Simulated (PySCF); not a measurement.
PySCF input for Al(Cl)(Br)(OH) (AlBrClHO), SMILES [Cl][Al]([Br])[OH], PBE0-D3(BJ)/def2-SVP. 

```python
import numpy as np
from pyscf import gto, scf, dft
from pyscf.geomopt import geometric_solver

mol = gto.M(
    atom='''
    Al    0.41087932    0.63681351   -0.00000000
    Cl   -0.92454022    2.15428818    0.00000000
    Br   -0.25197558   -1.51168208    0.00000000
    O     2.02790814    0.88332752    0.00000000
    H     2.97163275    0.94077816   -0.00000000
    ''',
    basis='def2-SVP',
    charge=0,
    spin=0,
    max_memory=1600,
    verbose=3,
)
mf = dft.RKS(mol, xc='pbe0').density_fit(auxbasis='def2-universal-jkfit')
mf.disp = 'd3bj'
mf.grids.level = 3
mf.conv_tol = 1e-9
mf.max_cycle = 100
mf.kernel()
grad = mf.nuc_grad_method()
grad.grid_response = mol.nao <= 150
conv, mol_eq = geometric_solver.kernel(grad, convergence_set='GAU_TIGHT', maxsteps=100)
print(mol_eq.tostring(format='xyz'))
mf.reset(mol_eq)
mf.kernel()
```

It prints:

```
[...]

Geometry optimization cycle 19
Cartesian coordinates (Angstrom)
 Atom        New coordinates             dX        dY        dZ
  Al   0.458883   0.674975  -0.000043    0.000022  0.000083  0.000097
  Cl  -0.997229   2.160679   0.000018    0.000357  0.000396 -0.000040
  Br  -0.140617  -1.481535   0.000014   -0.000470  0.000219 -0.000031
   O   2.072592   1.161692  -0.000004    0.000138 -0.000226  0.000009
   H   2.840275   0.587715   0.000015   -0.000046 -0.000472 -0.000035
converged SCF energy = -3351.57640180897
--------------- DFRKS_Scanner gradients ---------------
         x                y                z
0 Al    -0.0000321362    -0.0000018294    -0.0000035898
1 Cl     0.0000105195    -0.0000147123     0.0000011654
2 Br    -0.0000011328    -0.0000019315     0.0000010730
3 O     0.0000213327     0.0000200467     0.0000011796
4 H     0.0000014168    -0.0000015736     0.0000001719
----------------------------------------------
cycle 19: E = -3351.57640181  dE = -9.30777e-09  norm(grad) = 4.73968e-05
Step   18 : Displace = 6.122e-05/9.814e-05 (rms/max) Trust = 3.000e-01 (=) Grad = 2.120e-05/3.239e-05 (rms/max) E (change) = -3351.5764018090 (-9.308e-09) Quality = 1.709
Hessian Eigenvalues: 2.23801e-03 4.66629e-02 4.99996e-02 ... 2.94483e-01 4.36904e-01 6.24286e-01

Geometry optimization cycle 20
Cartesian coordinates (Angstrom)
 Atom        New coordinates             dX        dY        dZ
  Al   0.458972   0.675467   0.000222    0.000089  0.000492  0.000265
  Cl  -0.995214   2.163042  -0.000091    0.002016  0.002362 -0.000109
  Br  -0.143318  -1.480269  -0.000071   -0.002701  0.001267 -0.000085
   O   2.073325   1.160209   0.000021    0.000733 -0.001483  0.000026
   H   2.840139   0.585077  -0.000081   -0.000136 -0.002638 -0.000096
converged SCF energy = -3351.57640185407
--------------- DFRKS_Scanner gradients ---------------
         x                y                z
0 Al    -0.0000467235    -0.0000088265     0.0000186104
1 Cl     0.0000137964    -0.0000168444    -0.0000060451
2 Br    -0.0000042915    -0.0000044936    -0.0000055565
3 O     0.0000476725     0.0000282800    -0.0000060925
4 H    -0.0000104539     0.0000018846    -0.0000009162
----------------------------------------------
cycle 20: E = -3351.57640185  dE = -4.50937e-08  norm(grad) = 8.00666e-05
Step   19 : Displace = 1.577e-04/2.662e-04 (rms/max) Trust = 3.000e-01 (=) Grad = 3.581e-05/5.576e-05 (rms/max) E (change) = -3351.5764018541 (-4.509e-08) Quality = 1.704
Hessian Eigenvalues: 4.70055e-04 4.62258e-02 4.99996e-02 ... 2.95227e-01 5.13749e-01 6.35696e-01

Geometry optimization cycle 21
Cartesian coordinates (Angstrom)
 Atom        New coordinates             dX        dY        dZ
  Al   0.459308   0.677622   0.000830    0.000336  0.002156  0.000609
  Cl  -0.986518   2.173264  -0.000339    0.008695  0.010222 -0.000249
  Br  -0.154954  -1.474707  -0.000266   -0.011636  0.005561 -0.000195
   O   2.076411   1.153611   0.000079    0.003086 -0.006597  0.000058
   H   2.839658   0.573735  -0.000304   -0.000481 -0.011342 -0.000223
converged SCF energy = -3351.57640200167
--------------- DFRKS_Scanner gradients ---------------
         x                y                z
0 Al    -0.0001015599    -0.0000324713     0.0000696669
1 Cl     0.0000261478    -0.0000272545    -0.0000225970
2 Br    -0.0000081864     0.0000001836    -0.0000208298
3 O     0.0001043727     0.0000631602    -0.0000228296
4 H    -0.0000207742    -0.0000036180    -0.0000034105
----------------------------------------------
cycle 21: E = -3351.576402  dE = -1.47602e-07  norm(grad) = 0.000185797
Step   20 : Displace = 3.788e-04/6.100e-04 (rms/max) Trust = 3.000e-01 (=) Grad = 8.309e-05/1.274e-04 (rms/max) E (change) = -3351.5764020017 (-1.476e-07) Quality = 1.507
Hessian Eigenvalues: 1.78873e-04 4.63304e-02 4.99997e-02 ... 2.95696e-01 6.06805e-01 6.59843e-01

Geometry optimization cycle 22
Cartesian coordinates (Angstrom)
 Atom        New coordinates             dX        dY        dZ
  Al   0.459967   0.681878   0.001494    0.000659  0.004255  0.000664
  Cl  -0.969169   2.193417  -0.000609    0.017350  0.020153 -0.000269
  Br  -0.177937  -1.463542  -0.000475   -0.022983  0.011165 -0.000209
   O   2.082308   1.140270   0.000142    0.005898 -0.013342  0.000062
   H   2.838735   0.551504  -0.000552   -0.000922 -0.022231 -0.000248
converged SCF energy = -3351.5764022866
--------------- DFRKS_Scanner gradients ---------------
         x                y                z
0 Al    -0.0001651222    -0.0000582083     0.0001253891
1 Cl     0.0000384820    -0.0000364759    -0.0000405795
2 Br    -0.0000119169     0.0000034814    -0.0000375859
3 O     0.0001688884     0.0001014245    -0.0000410839
4 H    -0.0000303313    -0.0000102218    -0.0000061398
----------------------------------------------
cycle 22: E = -3351.57640229  dE = -2.8493e-07  norm(grad) = 0.000306531
Step   21 : Displace = 4.124e-04/6.648e-04 (rms/max) Trust = 3.000e-01 (=) Grad = 1.371e-04/2.154e-04 (rms/max) E (change) = -3351.5764022866 (-2.849e-07) Quality = 1.698
Hessian Eigenvalues: 5.22272e-05 4.62062e-02 5.00000e-02 ... 2.95163e-01 6.22880e-01 7.01828e-01

Geometry optimization cycle 23
Cartesian coordinates (Angstrom)
 Atom        New coordinates             dX        dY        dZ
  Al   0.462769   0.697534   0.003028    0.002803  0.015656  0.001533
  Cl  -0.903253   2.266199  -0.001232    0.065916  0.072782 -0.000623
  Br  -0.261847  -1.420125  -0.000938   -0.083910  0.043417 -0.000463
   O   2.102658   1.090052   0.000282    0.020350 -0.050218  0.000140
   H   2.833577   0.469866  -0.001140   -0.005159 -0.081638 -0.000587
converged SCF energy = -3351.57640265078
--------------- DFRKS_Scanner gradients ---------------
         x                y                z
0 Al    -0.0003357368    -0.0001133415     0.0002542466
1 Cl     0.0000820116    -0.0000546882    -0.0000819389
2 Br    -0.0000145489     0.0000130201    -0.0000766128
3 O     0.0003262021     0.0001746527    -0.0000832342
4 H    -0.0000579279    -0.0000196431    -0.0000124607
----------------------------------------------
cycle 23: E = -3351.57640265  dE = -3.6418e-07  norm(grad) = 0.00060052
Step   22 : Displace = 9.514e-04/1.534e-03 (rms/max) Trust = 3.000e-01 (=) Grad = 2.686e-04/4.361e-04 (rms/max) E (change) = -3351.5764026508 (-3.642e-07) Quality = 0.582
Hessian Eigenvalues: 1.00097e-04 4.59896e-02 5.00000e-02 ... 2.95662e-01 6.17152e-01 6.67188e-01

Geometry optimization cycle 24
Cartesian coordinates (Angstrom)
 Atom        New coordinates             dX        dY        dZ
  Al   0.461817   0.692601   0.001946   -0.000952 -0.004933 -0.001082
  Cl  -0.924897   2.243143  -0.000794   -0.021644 -0.023056  0.000438
  Br  -0.235194  -1.434343  -0.000591    0.026652 -0.014218  0.000347
   O   2.096289   1.105952   0.000182   -0.006369  0.015900 -0.000100
   H   2.835889   0.496173  -0.000744    0.002313  0.026307  0.000396
converged SCF energy = -3351.57640322729
--------------- DFRKS_Scanner gradients ---------------
         x                y                z
0 Al    -0.0001981873    -0.0000692715     0.0001630648
1 Cl     0.0000412707    -0.0000368747    -0.0000526924
2 Br    -0.0000111808     0.0000088768    -0.0000490762
3 O     0.0002024291     0.0001118588    -0.0000531393
4 H    -0.0000343318    -0.0000145893    -0.0000081569
----------------------------------------------
cycle 24: E = -3351.57640323  dE = -5.76506e-07  norm(grad) = 0.000369987
Step   23 : Displace = 6.873e-04/1.088e-03 (rms/max) Trust = 3.000e-01 (=) Grad = 1.655e-04/2.658e-04 (rms/max) E (change) = -3351.5764032273 (-5.765e-07) Quality = 1.286
Hessian Eigenvalues: 1.79928e-04 4.40603e-02 4.99989e-02 ... 2.97745e-01 3.53216e-01 6.30270e-01

Geometry optimization cycle 25
Cartesian coordinates (Angstrom)
 Atom        New coordinates             dX        dY        dZ
  Al   0.462164   0.694493   0.000896    0.000347  0.001892 -0.001050
  Cl  -0.917291   2.251623  -0.000370    0.007606  0.008481  0.000423
  Br  -0.245171  -1.429085  -0.000231   -0.009977  0.005258  0.000359
   O   2.098443   1.099500   0.000087    0.002154 -0.006452 -0.000095
   H   2.835759   0.486994  -0.000382   -0.000130 -0.009179  0.000362
converged SCF energy = -3351.57640378485
--------------- DFRKS_Scanner gradients ---------------
         x                y                z
0 Al    -0.0000752291    -0.0000264226     0.0000742082
1 Cl     0.0000116697    -0.0000162987    -0.0000241364
2 Br    -0.0000065732     0.0000027466    -0.0000223091
3 O     0.0000867710     0.0000452694    -0.0000236266
4 H    -0.0000166384    -0.0000052947    -0.0000041360
----------------------------------------------
cycle 25: E = -3351.57640378  dE = -5.57569e-07  norm(grad) = 0.000154454
Step   24 : Displace = 6.631e-04/1.055e-03 (rms/max) Trust = 3.000e-01 (=) Grad = 6.907e-05/1.089e-04 (rms/max) E (change) = -3351.5764037849 (-5.576e-07) Quality = 1.496
Hessian Eigenvalues: 1.39703e-04 4.17093e-02 4.99989e-02 ... 2.97615e-01 3.28512e-01 6.30009e-01

Geometry optimization cycle 26
Cartesian coordinates (Angstrom)
 Atom        New coordinates             dX        dY        dZ
  Al   0.463108   0.699402  -0.000016    0.000943  0.004908 -0.000912
  Cl  -0.896423   2.274045  -0.000002    0.020868  0.022421  0.000369
  Br  -0.271361  -1.414975   0.000089   -0.026190  0.014110  0.000321
   O   2.104293   1.083123   0.000004    0.005849 -0.016377 -0.000083
   H   2.834288   0.461930  -0.000076   -0.001471 -0.025064  0.000306
converged SCF energy = -3351.57640404387
--------------- DFRKS_Scanner gradients ---------------
         x                y                z
0 Al     0.0000095482     0.0000004454    -0.0000031614
1 Cl    -0.0000035484     0.0000020888     0.0000007371
2 Br    -0.0000003995    -0.0000002306     0.0000010589
3 O    -0.0000057355    -0.0000031460     0.0000020596
4 H     0.0000001352     0.0000008425    -0.0000006942
----------------------------------------------
cycle 26: E = -3351.57640404  dE = -2.59011e-07  norm(grad) = 1.29784e-05
Step   25 : Displace = 5.652e-04/9.162e-04 (rms/max) Trust = 3.000e-01 (=) Grad = 5.804e-06/1.007e-05 (rms/max) E (change) = -3351.5764040439 (-2.590e-07) Quality = 1.036
Hessian Eigenvalues: 1.27910e-04 4.21371e-02 4.99998e-02 ... 2.97180e-01 3.30687e-01 6.30008e-01

Geometry optimization cycle 27
Cartesian coordinates (Angstrom)
 Atom        New coordinates             dX        dY        dZ
  Al   0.463204   0.699900   0.000008    0.000096  0.000498  0.000024
  Cl  -0.894283   2.276292  -0.000008    0.002139  0.002247 -0.000006
  Br  -0.273966  -1.413536   0.000079   -0.002605  0.001439 -0.000011
   O   2.104891   1.081518   0.000004    0.000599 -0.001605 -0.000000
   H   2.834058   0.459351  -0.000083   -0.000230 -0.002579 -0.000007
converged SCF energy = -3351.57640404574
--------------- DFRKS_Scanner gradients ---------------
         x                y                z
0 Al     0.0000000913     0.0000003841    -0.0000010836
1 Cl    -0.0000004251     0.0000001735     0.0000000839
2 Br    -0.0000000243    -0.0000002969     0.0000004253
3 O    -0.0000008114     0.0000005185     0.0000013174
4 H     0.0000011696    -0.0000007791    -0.0000007429
----------------------------------------------
cycle 27: E = -3351.57640405  dE = -1.87219e-09  norm(grad) = 2.64709e-06
Step   26 : Displace = 2.150e-05/3.032e-05 (rms/max) Trust = 3.000e-01 (=) Grad = 1.184e-06/1.632e-06 (rms/max) E (change) = -3351.5764040457 (-1.872e-09) Quality = 1.149
Hessian Eigenvalues: 1.27910e-04 4.21371e-02 4.99998e-02 ... 2.97180e-01 3.30687e-01 6.30008e-01
Converged! =D

5
XYZ from PySCF
Al          0.46320402        0.69989979        0.00000825
Cl         -0.89428305        2.27629234       -0.00000766
Br         -0.27396604       -1.41353624        0.00007861
O           2.10489143        1.08151835        0.00000369
H           2.83405805        0.45935105       -0.00008290
converged SCF energy = -3351.57640404576
```

The run converged.
